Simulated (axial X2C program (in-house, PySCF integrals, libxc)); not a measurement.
# Photoelectron levels of SrI⁻ by EOM-IP-CCSD

Calculated with an axial X2C code built on PySCF integrals: two-component X2C with atomic mean-field Coulomb and Gaunt terms, Gaussian nuclei, basis I dyall-acv3z, Sr dyall-acv3z with contracted cores.

R = 3.437 Å (1.090 times 3.153 Å, the PBE0 minimum at charge -1 for the lowest determinant).

Vertical detachment energies of SrI⁻ to the states of SrI:

| Ω of SrI | vertical detachment energy (eV) | above lowest (cm⁻¹) | ionised spinor | one-hole weight |
| --- | --- | --- | --- | --- |
| 1/2 | 1.660 | 0 | 74% Sr sσ, 15% Sr pσ | 0.96 |
| 3/2 | 4.624 | 23899 | 92% I pπ | 0.92 |

This point took 24 s on 1 thread of Intel(R) Xeon(R) Platinum 8175M CPU @ 2.50GHz (Skylake/Cascade Lake), with other jobs on the host.

Reference electrons by ω block (each with its −ω partner): 1/2: 30, 3/2: 13, 5/2: 3. 18 electrons of SrI⁻ correlated (inner shells frozen), 84 natural virtual spinors (a truncated set); levels can be off by some tenths of an eV. Roots sought by Ω: (1/2: 4, 3/2: 3, 5/2: 1); rows need 60 % one-particle weight and stop where some Ω has no more roots. Missing are any skipped roots, higher Ω and states of a further excitation; these come out far too high here and may in truth be low or lowest. T1 of the reference 0.018 (Lee–Taylor). Number of frozen shells: I 4 s, 3 p, 2 d; Sr 3 s, 2 p, 1 d. Large amplitudes in the reference (orbital relaxation or multireference character) lower the reliability.
